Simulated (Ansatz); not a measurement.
Reaction (redistribution): `[F][Ge]([F])([SiH3])[Cl]` + `[F][GeH2][O][SiH3]` → `[F][Ge]([F])([F])[Cl]` + `[SiH3][O][GeH2][SiH3]`

Gas-phase electronic energies from Ansatz, PBE0-D4/def2-TZVP geometries. CCSD(T)/CBS adds triple-zeta CCSD(T) − MP2 to the extrapolated MP2 energy (def2 sets, frozen cores). Functionals use def2-TZVPP. B3LYP here is the variant with VWN-RPA as its local correlation; programs differ in this. For Ge outer-core shells are correlated without core-valence functions, which leaves a few kJ/mol of doubt a bond. Scalar relativity is left out up to krypton. One conformer a species, not always the lowest.

```json
{"level": "r2SCAN-D4", "ΔE (kJ/mol)": "35.2", "difference from CCSD(T)/CBS": "-0.9"}
{"level": "PBE0-D4", "ΔE (kJ/mol)": "35.4", "difference from CCSD(T)/CBS": "-0.7"}
{"level": "B3LYP-D4", "ΔE (kJ/mol)": "41.9", "difference from CCSD(T)/CBS": "5.8"}
{"level": "ωB97X-V", "ΔE (kJ/mol)": "37.1", "difference from CCSD(T)/CBS": "1.0"}
{"level": "ωB97M-V", "ΔE (kJ/mol)": "37.5", "difference from CCSD(T)/CBS": "1.4"}
{"level": "PBE", "ΔE (kJ/mol)": "39.3", "difference from CCSD(T)/CBS": "3.2"}
{"level": "r2SCAN", "ΔE (kJ/mol)": "35.4", "difference from CCSD(T)/CBS": "-0.7"}
{"level": "PBE0", "ΔE (kJ/mol)": "35.8", "difference from CCSD(T)/CBS": "-0.3"}
{"level": "B3LYP", "ΔE (kJ/mol)": "42.6", "difference from CCSD(T)/CBS": "6.5"}
{"level": "HF/def2-TZVPP", "ΔE (kJ/mol)": "35.7", "difference from CCSD(T)/CBS": "-0.4"}
{"level": "SCS-MP2/def2-TZVPP", "ΔE (kJ/mol)": "32.3", "difference from CCSD(T)/CBS": "-3.8"}
{"level": "HF/def2-QZVPP", "ΔE (kJ/mol)": "36.0", "difference from CCSD(T)/CBS": "-0.1"}
{"level": "MP2/def2-QZVPP", "ΔE (kJ/mol)": "34.9", "difference from CCSD(T)/CBS": "-1.2"}
{"level": "SCS-MP2/def2-QZVPP", "ΔE (kJ/mol)": "35.8", "difference from CCSD(T)/CBS": "-0.3"}
{"level": "MP2/CBS(def2)", "ΔE (kJ/mol)": "37.7", "difference from CCSD(T)/CBS": "1.6"}
{"level": "CCSD/CBS(def2)", "ΔE (kJ/mol)": "36.5", "difference from CCSD(T)/CBS": "0.4"}
{"level": "CCSD(T)/CBS", "ΔE (kJ/mol)": "36.1", "difference from CCSD(T)/CBS": "0"}
```

Largest T1 diagnostic among the species: 0.012.

In def2-TZVPP, CCSD(T) changes the Hartree–Fock value by −6.3 kJ/mol (the triples alone add −0.4 kJ/mol) and MP2 by −4.8 kJ/mol. From PBE to PBE0 (25 % exact exchange), in def2-TZVPP and without D4, ΔE moves by −3.5 kJ/mol.
